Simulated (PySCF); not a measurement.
Vertical excitations of a molecule CH10ClNSi3 from TDA-CAM-B3LYP/def2-SVPD (PySCF), as energy in eV (oscillator strength): 6.60 (0.015), 6.72 (0.034), 6.90 (0.272), 7.14 (0.137), 7.35 (0.021), 7.39 (0.053). Lowest triplet (TDA): 5.84 eV. Geometry: B3LYP-D3(BJ)/def2-SVP. The values are those of a single conformer.

Task: Which structure fits?
A. N[Si@@H](Cl)C[SiH2][SiH3]
B. N[Si@H]([SiH3])C[SiH2]Cl
C. [SiH3][SiH2]CN[SiH2]Cl
D. C[Si@](N)(Cl)[SiH2][SiH3]

Result: D, C[Si@](N)(Cl)[SiH2][SiH3]
